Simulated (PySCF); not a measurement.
CdClHS. Atoms are numbered in the order given.

```xyz
4

Cd    -0.0093     0.0107     0.0000
Cl     0.0150     2.2885     0.0000
S     -0.0676    -2.3124     0.0000
H      1.2725    -2.4197     0.0000
```
Charge 0, spin multiplicity 1.

Geometry: PBE0-D3(BJ)/def2-TZVP. The def2 effective core potentials stand for the cores of Cd; spin–orbit coupling is left out. The values are those of a single conformer.

Level of theory: M06-2X/def2-TZVPD in PySCF.

Isolated molecule, no solvent.

```
Quantity                                                                                                         Value
---------------------------------------------------------------------------------------------  -----------------------
total energy                                                                                       -1026.75993 hartree
point group                                                                                                         Cs
highest occupied level                                                                                        -8.79 eV
lowest empty level                                                                                            -1.18 eV
orbital gap                                                                                                    7.61 eV
dipole moment                                                                                                   1.39 D
quadrupole, principal values (traceless, Buckingham form, about the centre of nuclear charge)  -14.14, 3.94, 10.20 D·Å
mean static polarisability                                                                        66.8 bohr³ (9.89 Å³)
polarisability, principal values                                                                51.5, 52.5, 96.3 bohr³
```
